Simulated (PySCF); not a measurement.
**Nuclear quadrupole coupling in `COC=C=PCCOC`**

C₆H₁₁O₂P.
Z-matrix (Å and degrees, GFN2-xTB geometry), rows numbered from 1:
```
C 
O   1  1.4040
C   2  1.3695  1  115.52
C   3  1.3062  2  123.41  1   178.03
P   4  1.6363  3  168.45  2    97.42
C   5  1.8929  4   99.69  3   173.45
C   6  1.5192  5  106.35  4   169.57
O   7  1.4084  6  105.68  5    41.16
C   8  1.4007  7  114.23  6  -171.70
H   1  1.0887  2  106.31  3   177.68
H   1  1.0964  2  111.54  3   -63.27
H   1  1.0960  2  111.51  3    58.80
H   3  1.0903  2  115.49  1     1.37
H   6  1.0892  5  111.46  4    47.57
H   6  1.0914  5  108.00  4   -72.30
H   7  1.1012  6  110.50  5   -77.81
H   7  1.1018  6  112.06  5   161.79
H   9  1.0974  8  111.31  7    60.20
H   9  1.0971  8  111.23  7   -61.11
H   9  1.0880  8  106.64  7   179.50
```

Field gradients from the PBE0/pcSseg-1 density (PySCF, non-relativistic), principal values in atomic units, ordered |Vxx| ≤ |Vyy| ≤ |Vzz|:

```csv
atom,Vxx,Vyy,Vzz
O2,-0.2672,-1.7009,1.9681
O8,0.0424,1.9699,-2.0123
```

Find the asymmetry η = (Vxx − Vyy)/Vzz and the couplings χ = eQV/h (234.96 MHz × Q in barn × V in au), with Q(17O) = −0.0256 b.

| atom | environment | nucleus | η | χzz (MHz) | χxx (MHz) | χyy (MHz) |
| --- | --- | --- | --- | --- | --- | --- |
| O2 | ether oxygen | 17O | 0.73 | -11.84 | 1.61 | 10.23 |
| O8 | ether oxygen | 17O | 0.96 | 12.10 | -0.25 | -11.85 |

At O8 η is above 0.9: Vyy and Vzz are nearly equal in size and opposite in sign, so a small change could swap them and flip the sign of χzz. The tensor is traceless: Vxx + Vyy + Vzz = 0.

What is Vzz at O8 in SI units (1 au = 9.71736 × 10²¹ V/m²)?

-2.0123 au = -19.554 × 10²¹ V/m².

And the gradient at the other heavy atoms, for which no coupling is worked out here?

| atom | environment | Vzz (au) | η |
| --- | --- | --- | --- |
| C1 | methoxy carbon | 0.411 | 0.08 |
| C3 | outer carbon of cumulated double bonds | -0.312 | 0.45 |
| C4 | central carbon of cumulated double bonds | -0.345 | 0.88 |
| P5 | phosphorus bonded to 2 C | -1.111 | 0.28 |
| C6 | sp3 carbon bound to phosphorus | 0.091 | 0.82 |
| C7 | sp3 carbon bound to oxygen | 0.354 | 0.11 |
| C9 | methoxy carbon | 0.373 | 0.10 |

What couplings would deuterons (Q(2H) = 0.00286 b) have in place of the hydrogens, at this geometry?

```json
{"atom": "H10", "bonded to": "C1", "bond length (Å)": "1.089", "Vzz (au)": "0.3044", "η": "0.07", "χzz (kHz)": "205"}
{"atom": "H11", "bonded to": "C1", "bond length (Å)": "1.096", "Vzz (au)": "0.2896", "η": "0.08", "χzz (kHz)": "195"}
{"atom": "H12", "bonded to": "C1", "bond length (Å)": "1.096", "Vzz (au)": "0.2897", "η": "0.08", "χzz (kHz)": "195"}
{"atom": "H13", "bonded to": "C3", "bond length (Å)": "1.090", "Vzz (au)": "0.3046", "η": "0.12", "χzz (kHz)": "205"}
{"atom": "H14", "bonded to": "C6", "bond length (Å)": "1.089", "Vzz (au)": "0.3123", "η": "0.02", "χzz (kHz)": "210"}
{"atom": "H15", "bonded to": "C6", "bond length (Å)": "1.091", "Vzz (au)": "0.3081", "η": "0.02", "χzz (kHz)": "207"}
{"atom": "H16", "bonded to": "C7", "bond length (Å)": "1.101", "Vzz (au)": "0.2793", "η": "0.07", "χzz (kHz)": "188"}
{"atom": "H17", "bonded to": "C7", "bond length (Å)": "1.102", "Vzz (au)": "0.2817", "η": "0.06", "χzz (kHz)": "189"}
{"atom": "H18", "bonded to": "C9", "bond length (Å)": "1.097", "Vzz (au)": "0.2891", "η": "0.08", "χzz (kHz)": "194"}
{"atom": "H19", "bonded to": "C9", "bond length (Å)": "1.097", "Vzz (au)": "0.2901", "η": "0.08", "χzz (kHz)": "195"}
{"atom": "H20", "bonded to": "C9", "bond length (Å)": "1.088", "Vzz (au)": "0.3072", "η": "0.06", "χzz (kHz)": "206"}
```

Geometry: GFN2-xTB, one conformer, isolated molecule. GFN2-xTB bond lengths can be off by several hundredths of an ångström, more for odd bonds, and the gradients follow them. A larger basis could move these couplings by a tenth or more.
